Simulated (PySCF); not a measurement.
Species: C6H10OSSi2.
Numbering: `[cH:1]1[cH:2][s:3][c:4]([Si@H:5]2[CH2:6][CH2:7][SiH2:8][O:9]2)[cH:10]1` (hydrogens: H11 on C1; H12 on C2; H13 on Si5; H14, H15 on C6; H16, H17 on C7; H18, H19 on Si8; H20 on C10)

The same species was optimised twice, with GFN2-xTB and with PBE0-D3(BJ)/def2-SVP (PySCF), and the same property calculations (PySCF, gas phase) were run on both structures.

```csv
coordinate,GFN2-xTB,PBE0-D3(BJ)/def2-SVP,change
Si8–O9 (Å),1.638,1.684,+0.046
Si5–O9 (Å),1.640,1.680,+0.040
Si5–C6 (Å),1.911,1.893,-0.018
C4–C10 (Å),1.365,1.381,+0.016
C1–C2 (Å),1.358,1.371,+0.013
C7–Si8 (Å),1.908,1.895,-0.013
C1–C10 (Å),1.411,1.422,+0.011
S3–C4 (Å),1.734,1.726,-0.008
C6–C7 (Å),1.538,1.545,+0.007
C4–Si5 (Å),1.868,1.862,-0.006
C2–S3 (Å),1.719,1.715,-0.004
Si5–O9–Si8 (°),119.4,114.6,-4.8
S3–C4–Si5 (°),119.9,124.2,+4.3
Si5–C4–C10 (°),129.7,125.7,-4.0
C4–Si5–C6 (°),113.9,112.3,-1.6
Si5–C6–C7 (°),107.2,105.6,-1.6
C7–Si8–O9 (°),98.7,100.2,+1.5
C4–Si5–O9 (°),108.2,106.9,-1.3
C6–Si5–O9 (°),99.0,100.2,+1.2
S3–C4–Si5–C6 (°),78,71,-7
```

Rotational constants: A = 1992, B = 503.6, C = 459.1 MHz (GFN2-xTB) against A = 1861, B = 531.0, C = 482.7 MHz (PBE0-D3(BJ)/def2-SVP). Point groups within 0.08 Å: C1 and C1.

On the GFN2-xTB structure: HOMO (eV) -6.97 [PBE0/pcSseg-1]; LUMO (eV) -0.76 [PBE0/pcSseg-1]; dipole (D) 1.63 [PBE0/pcSseg-1]; GIAO shielding of C1 (ppm) 55.7 [PBE0/pcSseg-1]; GIAO shielding of C2 (ppm) 44.7 [PBE0/pcSseg-1]; GIAO shielding of S3 (ppm) 256.9 [PBE0/pcSseg-1]; GIAO shielding of C4 (ppm) 42.7 [PBE0/pcSseg-1]; GIAO shielding of Si5 (ppm) 348.7 [PBE0/pcSseg-1]; GIAO shielding of C6 (ppm) 174.0 [PBE0/pcSseg-1]; GIAO shielding of C7 (ppm) 178.5 [PBE0/pcSseg-1]; GIAO shielding of Si8 (ppm) 351.8 [PBE0/pcSseg-1].

Problem. What do these properties become on the PBE0-D3(BJ)/def2-SVP structure?

Solution. 
| property | level | on GFN2-xTB | on PBE0-D3(BJ)/def2-SVP | change |
| --- | --- | --- | --- | --- |
| HOMO (eV) | PBE0/pcSseg-1 | -6.97 | -6.98 | -0.01 |
| LUMO (eV) | PBE0/pcSseg-1 | -0.76 | -0.82 | -0.06 |
| dipole (D) | PBE0/pcSseg-1 | 1.63 | 1.76 | +0.13 |
| energy, GFN2-xTB geometry as zero (kcal/mol) | PBE0/pcSseg-1 | 0.0 | -3.7 | -3.7 |
| GIAO shielding of C1 (ppm) | PBE0/pcSseg-1 | 55.7 | 52.2 | -3.5 |
| GIAO shielding of C2 (ppm) | PBE0/pcSseg-1 | 44.7 | 43.3 | -1.4 |
| GIAO shielding of S3 (ppm) | PBE0/pcSseg-1 | 256.9 | 259.7 | +2.8 |
| GIAO shielding of C4 (ppm) | PBE0/pcSseg-1 | 42.7 | 43.2 | +0.5 |
| GIAO shielding of Si5 (ppm) | PBE0/pcSseg-1 | 348.7 | 347.4 | -1.3 |
| GIAO shielding of C6 (ppm) | PBE0/pcSseg-1 | 174.0 | 172.0 | -2.0 |
| GIAO shielding of C7 (ppm) | PBE0/pcSseg-1 | 178.5 | 178.1 | -0.4 |
| GIAO shielding of Si8 (ppm) | PBE0/pcSseg-1 | 351.8 | 350.1 | -1.7 |

The heavy atoms differ by 0.152 Å rms after alignment. Among bonds between heavy atoms Si8–O9 changes most (+0.046 Å). Changes are differences of the printed values. Neither structure is proved a minimum here.
